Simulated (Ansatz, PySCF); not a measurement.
Dimer: N2 (SMILES N#N) (first 2 atoms) with HBr (SMILES Br); geometry from B3LYP-D3(BJ)/def2-TZVP, rigid monomers moved along the line of their centres of mass till N1···H4 is 2.79 Å.
(charge 0, multiplicity 1):
```xyz
4

N      0.1023    -0.3345     0.1544
N      0.1042    -0.3385    -0.9360
Br     0.0897    -0.2989     4.3670
H      0.0953    -0.3158     2.9414
```

Interaction energies are E(AB) − E(A) − E(B) at the monomers' geometry in the complex; basis-set methods are counterpoise corrected. Rows marked so take none.

Rows in 3-21G carry no dispersion term and start afresh at each structure; the Pople sets are all-electron and without relativity.

Run with Ansatz (Gaussian basis) for Hartree–Fock, density functionals and correlated methods; PySCF for 3-21G rows, the dispersion terms. Values without a source in brackets are computed.

Problem. What is the computed interaction energy (r2SCAN-D3(BJ)/def2-TZVPPD)?

Solution. -3 kJ/mol

Ansatz is a quantum-chemistry and plane-wave program.
